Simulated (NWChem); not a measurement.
System: NbO, quartet; SMILES [O]=[Nb]

The following NWChem deck was run.

```
start job
memory heap 200 mb stack 900 mb global 1100 mb
geometry units angstroms noautoz
  Nb     0.000000     0.000000    -0.257610
  O      0.000000     0.000000     1.415828
end
basis spherical
  Nb library def2-svp
  O library def2-svp
end
ecp
  Nb library def2-ecp
end
dft
  odft
  mult 4
  xc b3lyp
  iterations 200
  vectors input hcore
end
task dft gradient
```

NWChem printed, in part:

```
             Northwest Computational Chemistry Package (NWChem) 7.3.0
             --------------------------------------------------------

 ORDER OF PRIMARY AXIS IS BEING SET TO 4
 C4V symmetry detected

                             Geometry "geometry" -> ""
                             -------------------------

 Output coordinates in angstroms (scale by  1.889725989 to convert to a.u.)

  No.       Tag          Charge          X              Y              Z
 ---- ---------------- ---------- -------------- -------------- --------------
    1 Nb                  41.0000     0.00000000     0.00000000    -0.27321437
    2 O                    8.0000     0.00000000     0.00000000     1.40022363

 Effective nuclear repulsion energy (a.u.)     103.7206861993

      Symmetry information
      --------------------

 Group name             C4v
 Group number             18
 Group order               8
 No. of unique centers     2

                                 NWChem DFT Module
                                 -----------------

 Summary of "ao basis" -> "ao basis" (spherical)
 ------------------------------------------------------------------------------
       Tag                 Description            Shells   Functions and Types
 ---------------- ------------------------------  ------  ---------------------
 Nb                         def2-svp                11       31   5s3p2d1f
 O                          def2-svp                 6       14   3s2p1d

      Symmetry analysis of basis
      --------------------------

        a1         17
        a2          0
        b1          4
        b2          4
        e          20

            General Information
            -------------------
          SCF calculation type: DFT
          Wavefunction type:  spin polarized.
          No. of atoms     :     2
          No. of electrons :    21
           Alpha electrons :    12
            Beta electrons :     9
          Charge           :     0
          Spin multiplicity:     4
          Use of symmetry is: on ; symmetry adaption is: on
          Maximum number of iterations: 200
          AO basis - number of functions:    45
                     number of shells:    17
          Convergence on energy requested:  1.00D-06
          Convergence on density requested:  1.00D-05
          Convergence on gradient requested:  5.00D-04

              XC Information
              --------------
                         B3LYP Method XC Potential
                     Hartree-Fock (Exact) Exchange  0.200
                        Slater Exchange Functional  0.800 local
                    Becke 1988 Exchange Functional  0.720 non-local
              Lee-Yang-Parr Correlation Functional  0.810
                  VWN I RPA Correlation Functional  0.190 local

             Grid Information
             ----------------
          Grid used for XC integration:  medium
          Radial quadrature: Mura-Knowles
          Angular quadrature: Lebedev.
          Tag              B.-S. Rad. Rad. Pts. Rad. Cut. Ang. Pts.
          ---              ---------- --------- --------- ---------
          Nb                  1.45      123           8.0       590
          O                   0.60       49           7.0       434
          Grid pruning is: on
          Number of quadrature shells:   172
          Spatial weights used:  Erf1

      Non-variational initial energy
      ------------------------------

 Total energy =      32.887047
 1-e energy   =       0.000000
 2-e energy   =       0.000000
 HOMO         =      -9.123627
 LUMO         =      -9.123627

 !!!!!!!!!!!!!!!!!!!!!!!!!!!!!!!!!!!!!!!!!!!!!!!!!!!!!!!!!!!!!!!!!!!!!!
 Warning - the HOMO and LUMO are degenerate and you are using symmetry.
 This can lead to non-variational energies and poor convergence.
 Modify the initial guess, or use an open-shell wavefunction, or turn
 off symmetry.
 !!!!!!!!!!!!!!!!!!!!!!!!!!!!!!!!!!!!!!!!!!!!!!!!!!!!!!!!!!!!!!!!!!!!!!

   Symmetry analysis of molecular orbitals - initial alpha
   -------------------------------------------------------

 !! scf_movecs_sym_adapt:    8 vectors were symmetry contaminated

  Symmetry fudging

 !! scf_movecs_sym_adapt:    8 vectors were symmetry contaminated

  Numbering of irreducible representations:

     1 a1          2 a2          3 b1          4 b2          5 e

  Orbital symmetries:

     1 a1          2 a1          3 a1          4 e           5 e
     6 a1          7 a1          8 e           9 e          10 a1
    11 e          12 e          13 b2         14 b1         15 a1
    16 e          17 e          18 a1         19 b2         20 b1
    21 a1         22 b2

   Symmetry analysis of molecular orbitals - initial beta
   ------------------------------------------------------

 !! scf_movecs_sym_adapt:    8 vectors were symmetry contaminated

  Symmetry fudging

 !! scf_movecs_sym_adapt:    8 vectors were symmetry contaminated

  Numbering of irreducible representations:

     1 a1          2 a2          3 b1          4 b2          5 e

  Orbital symmetries:

     1 a1          2 a1          3 a1          4 e           5 e
     6 a1          7 a1          8 e           9 e          10 a1
    11 e          12 e          13 b2         14 b1         15 a1
    16 e          17 e          18 a1         19 b2         20 b1
    21 a1         22 b2

   convergence    iter        energy       DeltaE   RMS-Dens  Diis-err
 ---------------- ----- ----------------- --------- --------- ---------
 d= 0,ls=0.0,diis     1   -122.2184402291 -1.55D+02  2.07D-01  1.29D+01
                                                     1.23D-01  1.21D+01
 d= 0,ls=0.5,diis     2   -111.4653258238  1.08D+01  1.76D-01  1.35D+01
                                                     8.80D-02  1.05D+01
 d= 0,ls=0.5,diis     3   -130.6330145659 -1.92D+01  1.38D-02  3.10D+00
                                                     1.03D-02  2.83D+00
 d= 0,ls=0.5,diis     4   -131.4564138019 -8.23D-01  7.59D-03  1.38D+00
                                                     5.55D-03  1.20D+00
 d= 0,ls=0.5,diis     5   -131.4770865283 -2.07D-02  3.85D-03  1.40D+00
                                                     2.76D-03  1.30D+00
 d= 0,ls=0.5,diis     6   -131.6982362550 -2.21D-01  8.84D-03  8.87D-01
                                                     6.93D-03  8.22D-01
 d= 0,ls=0.5,diis     7   -132.0508886500 -3.53D-01  5.15D-03  8.60D-02
                                                     2.92D-03  7.18D-02
  Resetting Diis
 d= 0,ls=0.5,diis     8   -132.0982121161 -4.73D-02  2.37D-03  5.28D-03
                                                     8.27D-04  1.87D-03
 d= 0,ls=0.5,diis     9   -132.1036845211 -5.47D-03  1.81D-03  2.80D-03
                                                     6.28D-04  1.17D-03
 d= 0,ls=0.5,diis    10   -132.1062446794 -2.56D-03  1.33D-03  1.94D-03
                                                     2.41D-04  6.02D-04
 d= 0,ls=0.5,diis    11   -132.1080446681 -1.80D-03  1.11D-03  7.80D-04
                                                     2.78D-04  8.93D-05
 d= 0,ls=0.5,diis    12   -132.1091638355 -1.12D-03  9.40D-04  5.84D-04
                                                     1.56D-04  2.79D-05
 d= 0,ls=0.5,diis    13   -132.1099338297 -7.70D-04  8.68D-04  4.72D-04
                                                     1.52D-04  7.25D-05
 d= 0,ls=0.5,diis    14   -132.1105301932 -5.96D-04  7.00D-04  3.26D-04
                                                     9.00D-05  6.57D-05
 d= 0,ls=0.5,diis    15   -132.1109207015 -3.91D-04  5.86D-04  2.00D-04
                                                     1.08D-04  4.27D-05
 d= 0,ls=0.5,diis    16   -132.1111619744 -2.41D-04  4.54D-04  1.48D-04
                                                     6.22D-05  4.95D-05
 d= 0,ls=0.5,diis    17   -132.1113121258 -1.50D-04  3.56D-04  9.95D-05
                                                     3.49D-05  4.24D-05
 d= 0,ls=0.5,diis    18   -132.1114061619 -9.40D-05  2.77D-04  6.16D-05
                                                     2.04D-05  2.75D-05
 d= 0,ls=0.5,diis    19   -132.1114634176 -5.73D-05  2.17D-04  3.78D-05
                                                     1.53D-05  1.68D-05
 d= 0,ls=0.5,diis    20   -132.1114985617 -3.51D-05  1.69D-04  2.22D-05
                                                     1.22D-05  9.17D-06
 d= 0,ls=0.5,diis    21   -132.1115193290 -2.08D-05  1.31D-04  1.33D-05
                                                     1.23D-05  5.29D-06
 d= 0,ls=0.5,diis    22   -132.1115317241 -1.24D-05  1.01D-04  7.84D-06
                                                     8.01D-06  2.88D-06
 d= 0,ls=0.5,diis    23   -132.1115390411 -7.32D-06  7.73D-05  4.58D-06
                                                     3.53D-06  1.59D-06
 d= 0,ls=0.5,diis    24   -132.1115432617 -4.22D-06  5.97D-05  2.76D-06
                                                     2.06D-06  9.47D-07
 d= 0,ls=0.5,diis    25   -132.1115457605 -2.50D-06  4.59D-05  1.67D-06
                                                     1.28D-06  5.69D-07
 d= 0,ls=0.5,diis    26   -132.1115472411 -1.48D-06  3.52D-05  1.01D-06
                                                     6.35D-07  3.37D-07
 d= 0,ls=0.5,diis    27   -132.1115481193 -8.78D-07  2.71D-05  6.00D-07
                                                     8.15D-07  2.01D-07
 d= 0,ls=0.5,diis    28   -132.1115486414 -5.22D-07  2.09D-05  3.57D-07
                                                     5.17D-07  1.21D-07
 d= 0,ls=0.5,diis    29   -132.1115489509 -3.10D-07  1.60D-05  2.12D-07
                                                     3.25D-07  7.34D-08
 d= 0,ls=0.5,diis    30   -132.1115491333 -1.82D-07  1.23D-05  1.27D-07
                                                     2.05D-07  4.46D-08
 d= 0,ls=0.5,diis    31   -132.1115492417 -1.08D-07  9.44D-06  7.54D-08
                                                     1.16D-07  2.65D-08

         Total DFT energy =     -132.111549306013
      One electron energy =     -265.316471973275
           Coulomb energy =      115.749013607469
    Exchange-Corr. energy =      -15.431137783871
 Nuclear repulsion energy =       32.887046843665

 Numeric. integr. density =       20.999997547766

                  Occupations of the irreducible representations
                  ----------------------------------------------

                     irrep           alpha         beta
                     --------     --------     --------
                     a1                6.0          5.0
                     a2                0.0          0.0
                     b1                1.0          0.0
                     b2                1.0          0.0
                     e                 4.0          4.0

                    DFT Final Alpha Molecular Orbital Analysis
                    ------------------------------------------

 Vector   10  Occ=1.000000D+00  E=-1.904397D-01  Symmetry=a1
              MO Center=  4.2D-15,  3.9D-14, -6.6D-01, r^2= 3.8D+00
   Bfn.  Coefficient  Atom+Function         Bfn.  Coefficient  Atom+Function
  ----- ------------  ---------------      ----- ------------  ---------------
     4      0.765201  1 Nb s                  2     -0.437849  1 Nb s
     5      0.337432  1 Nb s                  3     -0.252846  1 Nb s
    17     -0.248912  1 Nb d  0               1      0.174432  1 Nb s
    14     -0.146082  1 Nb pz                11     -0.138393  1 Nb pz
    22     -0.102075  1 Nb d  0               8      0.080449  1 Nb pz

 Vector   11  Occ=1.000000D+00  E=-1.895275D-01  Symmetry=b2
              MO Center= -5.5D-15, -6.1D-15, -2.8D-01, r^2= 1.5D+00
   Bfn.  Coefficient  Atom+Function         Bfn.  Coefficient  Atom+Function
  ----- ------------  ---------------      ----- ------------  ---------------
    15      0.847474  1 Nb d -2              20      0.276038  1 Nb d -2

 Vector   12  Occ=1.000000D+00  E=-1.895273D-01  Symmetry=b1
              MO Center=  1.3D-15, -2.7D-15, -2.8D-01, r^2= 1.5D+00
   Bfn.  Coefficient  Atom+Function         Bfn.  Coefficient  Atom+Function
  ----- ------------  ---------------      ----- ------------  ---------------
    19      0.847475  1 Nb d  2              24      0.276037  1 Nb d  2

 Vector   13  Occ=0.000000D+00  E=-7.143854D-02  Symmetry=e
              MO Center= -2.1D-15, -5.5D-14, -5.9D-01, r^2= 4.4D+00
   Bfn.  Coefficient  Atom+Function         Bfn.  Coefficient  Atom+Function
  ----- ------------  ---------------      ----- ------------  ---------------
    16     -0.550948  1 Nb d -1              13      0.507665  1 Nb py
     7     -0.266359  1 Nb py                10      0.260087  1 Nb py
    21     -0.261130  1 Nb d -1              39      0.198288  2 O  py
    36      0.194354  2 O  py                18      0.052690  1 Nb d  1
    12      0.048551  1 Nb px                 6     -0.025473  1 Nb px

 Vector   14  Occ=0.000000D+00  E=-7.143854D-02  Symmetry=e
              MO Center=  1.3D-15, -1.2D-15, -5.9D-01, r^2= 4.4D+00
   Bfn.  Coefficient  Atom+Function         Bfn.  Coefficient  Atom+Function
  ----- ------------  ---------------      ----- ------------  ---------------
    18      0.550948  1 Nb d  1              12      0.507665  1 Nb px
     6     -0.266359  1 Nb px                 9      0.260087  1 Nb px
    23      0.261130  1 Nb d  1              38      0.198288  2 O  px
    35      0.194354  2 O  px                16      0.052690  1 Nb d -1
    13     -0.048551  1 Nb py                 7      0.025473  1 Nb py

 Vector   15  Occ=0.000000D+00  E=-4.235450D-02  Symmetry=a1
              MO Center= -8.2D-15,  1.5D-14, -1.1D+00, r^2= 4.8D+00
   Bfn.  Coefficient  Atom+Function         Bfn.  Coefficient  Atom+Function
  ----- ------------  ---------------      ----- ------------  ---------------
    14      0.530952  1 Nb pz                 5     -0.439942  1 Nb s
    22     -0.387507  1 Nb d  0              17     -0.356675  1 Nb d  0
     8     -0.348464  1 Nb pz                 4      0.332581  1 Nb s
    37     -0.250958  2 O  pz                40     -0.224457  2 O  pz
    11      0.207006  1 Nb pz                 2     -0.145085  1 Nb s

                     DFT Final Beta Molecular Orbital Analysis
                     -----------------------------------------

 Vector    7  Occ=1.000000D+00  E=-3.501972D-01  Symmetry=a1
              MO Center= -7.2D-15, -1.2D-13,  1.1D+00, r^2= 1.3D+00
   Bfn.  Coefficient  Atom+Function         Bfn.  Coefficient  Atom+Function
  ----- ------------  ---------------      ----- ------------  ---------------
    37      0.589810  2 O  pz                17     -0.407671  1 Nb d  0
    40      0.343720  2 O  pz                 2      0.213497  1 Nb s
     8      0.162507  1 Nb pz                34      0.153246  2 O  s
     4     -0.113243  1 Nb s                 33      0.081207  2 O  s
     1     -0.076974  1 Nb s                 14      0.069104  1 Nb pz

 Vector    8  Occ=1.000000D+00  E=-3.480426D-01  Symmetry=e
              MO Center=  1.7D-14,  1.3D-13,  1.1D+00, r^2= 1.0D+00
   Bfn.  Coefficient  Atom+Function         Bfn.  Coefficient  Atom+Function
  ----- ------------  ---------------      ----- ------------  ---------------
    36      0.572683  2 O  py                39      0.378365  2 O  py
    16      0.301708  1 Nb d -1               7     -0.109499  1 Nb py
    21      0.081287  1 Nb d -1              35      0.073693  2 O  px
    38      0.048688  2 O  px                10      0.041898  1 Nb py
    18     -0.038824  1 Nb d  1              13      0.035921  1 Nb py

[...]

                         DFT ENERGY GRADIENTS

    atom               coordinates                        gradient
                 x          y          z           x          y          z
   1 Nb      0.000000   0.000000  -0.516300    0.000000   0.000000   0.013148
   2 O       0.000000   0.000000   2.646039    0.000000   0.000000  -0.013148
```

Level: B3LYP/def2-SVP with def2 effective core potentials on Nb, spin-unrestricted. All runs use the structure optimised with PBE0/def2-SVP, spin-unrestricted. No stability test was run on the SCF state. def2 effective core potentials on Nb; no spin-orbit coupling.
